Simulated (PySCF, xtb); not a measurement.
SiHI3, SMILES I[SiH](I)I.

Harmonic wavenumbers (cm⁻¹) from xtb 6.7.1 with GFN2-xTB at its own minimum, in rising order: 67, 67, 108, 299, 452, 452, 653, 653, 2411.

Question: What does PBE-D3(BJ)/def2-SVP (PySCF) give at its own minimum? (Estimate from the structure and the level; the computed values follow.)

Answer: 71, 71, 114, 277, 390, 390, 695, 695, 2188. Paired by order, the mean absolute difference is 52 cm⁻¹ and the zero-point energies are 7.4 and 7.0 kcal/mol.
